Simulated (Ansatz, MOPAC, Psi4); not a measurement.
Torsional profile of SMILES C=CCC(C)(C)C (C7H14). Scanned: dihedral C1–C2–C3–C4; all other coordinates were relaxed at B3LYP-D3(BJ)/def2-SVP. Points at φ and −φ are mirror images. Heavy atoms are numbered in the order of the SMILES C=CCC(C)(C)C, hydrogens after them in the order of the atoms that carry them; the mirror image has the same energies with the sign of each dihedral reversed.

Computed with: PM7, restricted, heats of formation // B3LYP-D3(BJ)/def2-SVP (MOPAC); RHF/cc-pVTZ // B3LYP-D3(BJ)/def2-SVP (Ansatz, a quantum-chemistry and plane-wave program); B3LYP/def2-TZVP // B3LYP-D3(BJ)/def2-SVP (Psi4).

Energies in eV, each method relative to its own lowest point.

```
φ / °    PM7  RHF/cc-pVTZ  B3LYP/def2-TZVP
-----  -----  -----------  ---------------
-165   0.008        0.074            0.068
-135   0.000        0.002            0.003
-105   0.005        0.000            0.000
-75    0.050        0.107            0.089
-45    0.135        0.225            0.192
-15    0.141        0.194            0.168
15     0.141        0.194            0.168
45     0.135        0.225            0.192
75     0.050        0.107            0.089
105    0.005        0.000            0.000
135    0.000        0.002            0.003
165    0.008        0.074            0.068
```
